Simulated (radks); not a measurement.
Radial electron density D(r) = 4 pi r^2 rho(r) of an atom or ion with 52 electrons. Calculated with a radial shooting solver on a logarithmic mesh with Libxc functionals: Dirac Kohn-Sham, PBE, spin-unpolarised, spherical densities, finite nucleus; Fermi nuclear charge, rms radius of each element as measured or else 0.836 A^(1/3) + 0.57 fm.

r (bohr),D(r) (e/bohr)
0.004189,22.07
0.004877,27.03
0.005678,32.71
0.00661,39.01
0.007695,45.77
0.008958,52.69
0.01035,59.03
0.01204,64.97
0.01402,69.59
0.01632,72.35
0.019,72.95
0.02212,71.46
0.02575,68.52
0.02998,65.37
0.0349,63.64
0.04063,64.89
0.0473,69.88
0.05507,77.91
0.06411,86.59
0.07463,92.44
0.08688,92.49
0.1011,86.20
0.1177,76.52
0.1371,68.83
0.1596,67.62
0.1858,72.79
0.2163,78.63
0.2518,77.54
0.2931,66.07
0.3412,48.36
0.3972,33.21
0.4625,26.92
0.5384,28.44
0.6268,31.25
0.7296,29.80
0.8494,23.67
0.9889,16.18
1.151,10.51
1.329,7.514
1.548,5.881
1.802,4.588
2.098,3.152
2.442,1.794
2.843,0.8447
3.309,0.3568
3.853,0.1650
4.485,0.09283
5.222,0.05201
6.079,0.02335
7.077,0.007485
8.238,0.001603
9.591,0.0002176

What is the nuclear charge?

Answer. Z = 55. The innermost maximum, from 1s, lies near gamma/Z bohr with gamma = sqrt(1 - (Z/c)^2) = 0.916, here 0.0167 bohr (found: 0.0184), and its height grows with Z. The density is that of the caesium ion Cs3+ in [Kr] 4d10 5s2 5p3.75 6p0.25; the configuration itself is not fixed sharply by these data, and Z only to a few units. D(r) has 4 maxima, at r = 0.0184, 0.0808, 0.231, 0.652 bohr, and minima at 0.0358, 0.151, 0.477 bohr, inside which lie 2.03, 11.15, 28.99 electrons.
